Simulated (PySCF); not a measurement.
**Choosing a basis for TDDFT**

Species: trimethylsilane, C₃H₁₀Si.
Atom-mapped SMILES: `[CH3:1][SiH:2]([CH3:3])[CH3:4]` (hydrogens: H5, H6, H7 on C1; H8 on Si2; H9, H10, H11 on C3; H12, H13, H14 on C4)

TDDFT with PBE0 (PySCF), vertical singlets, core orbitals frozen in the response, spherical d and f functions. Isolated species at its PBE0-D3(BJ)/def2-SVP geometry, gas phase.

**Question.** Compare 6-31G*, 6-31+G*, def2-SVP, def2-SVPD, aug-cc-pVDZ, def2-TZVP and def2-TZVPD for this molecule.

**Answer.** 

```csv
basis,functions,diffuse,S1 (eV),S2 (eV),S3 (eV),S4 (eV),S5 (eV),LUMO (eV),α (au)
6-31G*,80,no,9.25,9.38,9.38,9.48,9.51,2.40,53.7
6-31+G*,96,yes,7.55,7.55,7.79,8.15,8.15,0.09,60.8
def2-SVP,110,no,8.90,8.90,9.08,9.35,9.44,1.66,57.3
def2-SVPD,164,yes,8.04,8.04,8.19,8.66,8.69,0.63,66.0
aug-cc-pVDZ,186,yes,7.43,7.43,7.60,7.99,7.99,-0.11,67.7
def2-TZVP,190,no,8.37,8.37,8.59,8.73,8.80,1.07,64.1
def2-TZVPD,244,yes,7.71,7.72,7.91,8.27,8.28,0.30,67.2
```

States are compared by their number. Against the largest diffuse basis here (def2-TZVPD, itself not a converged limit), sets without diffuse functions differ by up to 1.54 eV in S1 and 1.24 eV in S5; the smaller diffuse sets differ by up to 0.32 and 0.41 eV. State by state, the largest deviation of a set without diffuse functions is S1 1.54, S2 1.66, S3 1.47, S4 1.21, S5 1.24 eV. The same number needn't mean the same state in each row. Against def2-TZVPD the polarisability deviates by -20% in 6-31G*, -9% in 6-31+G*, -15% in def2-SVP, -2% in def2-SVPD, +1% in aug-cc-pVDZ, -5% in def2-TZVP. A single + in a Pople set puts diffuse functions on heavy atoms only.

Without π bonds the low states are Rydberg-like; a valence basis with one diffuse set may place them up to an eV too high.
